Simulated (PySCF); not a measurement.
Structure problem from calculated spectra and properties.

Formula: CH5B3O4.

| Property | Result |
| --- | --- |
| Rotational structure | rotational constants A, B, C: 5.187, 1.566, 1.212 GHz [PBE0-D3(BJ)/def2-SVP] |
| NMR, other nuclei | isotropic shieldings of nuclei other than C and H, by class: 73 (2 B), 84 (1 B), 116 (1 O), 149 (2 O), 253 (1 O) ppm [GIAO PBE0/pcSseg-1] |
| XPS | B1s 198.1 (×2), B1s 198.7, C1s 292.8, O1s 539.1, O1s 539.1 (×2), O1s 539.2 eV [ΔSCF SCAN, pcX-2 on the ionised atom, pcseg-1 elsewhere, spin-free X2C] |
| Triplet | lowest triplet excitation (Tamm–Dancoff): 6.79 eV [TDA B3LYP/def2-SVPD] |
| Dipole | 1.77 D [B3LYP/def2-SVPD] |
| 13C NMR | chemical shifts (computed TMS as zero) by class: 52.3 (1 C) ppm [GIAO PBE0/pcSseg-1] |
| UV, strongest line | among the 10 lowest singlet transitions: S7 at 8.15 eV (152 nm, f = 0.158) [TDDFT B3LYP/def2-SVPD] |
| Polarisability | 61.9 au [B3LYP/def2-SVPD] |
| UV, first state | lowest singlet excitation: 7.22 eV (172 nm, f = 0.019) [TDDFT B3LYP/def2-SVPD] |

Gas-phase values; electronic properties from PySCF, density fitting. Levels stand in brackets. The structure is a single PBE0-D3(BJ)/def2-SVP conformer in the gas phase; no vibrational or solvent corrections. NMR classes are plain means over equivalent atoms (diastereotopic ones count apart unless rotation or inversion swaps them), as if these changed places fast.

Q: Propose a structure and show how it fits.

A: Numbering: `[CH3:1][O:2][B:3]1[O:4][BH:5][O:6][BH:7][O:8]1`. The one carbon: methoxy carbon [C1] (52.3 ppm). The other shieldings belong to: 73 ppm, three-coordinate boron [B5/B7]; 84 ppm, three-coordinate boron [B3]; 116 ppm, boron-bound oxygen [O6]; 149 ppm, boron-bound oxygen [O4/O8]; 253 ppm, boron-bound oxygen [O2]. The core levels belong to: B1s 198.1 eV, three-coordinate boron [B5/B7]; B1s 198.7 eV, three-coordinate boron [B3]; C1s 292.8 eV, methoxy carbon [C1]; O1s 539.1 eV, boron-bound oxygen [O2]; O1s 539.1 eV, boron-bound oxygen [O4/O8]; O1s 539.2 eV, boron-bound oxygen [O6]. One atom of each topological class was ionised and stands for its class. S1 is mainly HOMO−1→LUMO (weight 0.86); the largest Löwdin shares of the orbital it empties are 0.19 on a boron-bound oxygen, 0.16 on a boron-bound oxygen, 0.14 on a boron-bound oxygen and 0.08 on a three-coordinate boron, of the orbital it fills 0.29 on a three-coordinate boron, 0.25 on a three-coordinate boron, 0.13 on a boron-bound oxygen and 0.10 on a boron-bound oxygen. By its constants the optimised geometry is an asymmetric top. Structure: `COB1OBOBO1`. The assignments are read from this structure; whether some other isomer fits the data as well wasn't checked.

Shape of the structure used: `[CH3:1][O:2][B:3]1[O:4][BH:5][O:6][BH:7][O:8]1`: C1–O2–B3–O4 179°.
